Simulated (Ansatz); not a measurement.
Reaction (redistribution): `COB(C)[SeH]` + `B[SiH2][GeH3]` → `C[B]([GeH3])[SeH]` + `B[SiH2]OC`

Calculated with Ansatz (gas phase, PBE0-D4/def2-TZVP geometries, no zero-point term in ΔE). CCSD(T)/CBS adds triple-zeta CCSD(T) − MP2 to the extrapolated MP2 energy (def2 sets, frozen cores). DFT in def2-TZVPP. B3LYP here is the variant with VWN-RPA as its local correlation; programs differ in this. For Ge, Se outer-core shells are correlated without core-valence functions, which leaves a few kJ/mol of doubt a bond. Scalar relativity is left out up to krypton. Each species was taken in one conformer, which may not be the lowest.

```tsv
level	ΔE (kJ/mol)	difference from CCSD(T)/CBS
PBE-D4	84.5	13.5
r2SCAN-D4	81.0	10.0
B3LYP-D4	75.7	4.7
ωB97M-V	75.9	4.9
PBE	83.7	12.7
B3LYP	74.4	3.4
CCSD/def2-TZVPP	70.7	-0.3
CCSD(T)/def2-TZVPP	72.7	1.7
HF/def2-QZVPP	63.2	-7.8
MP2/CBS(def2)	69.3	-1.7
CCSD(T)/CBS	71.0	0
```

Largest T1 diagnostic among the species: 0.013.

In def2-TZVPP, CCSD(T) changes the Hartree–Fock value by +9.1 kJ/mol (the triples alone add +2.1 kJ/mol) and MP2 by +7.4 kJ/mol.
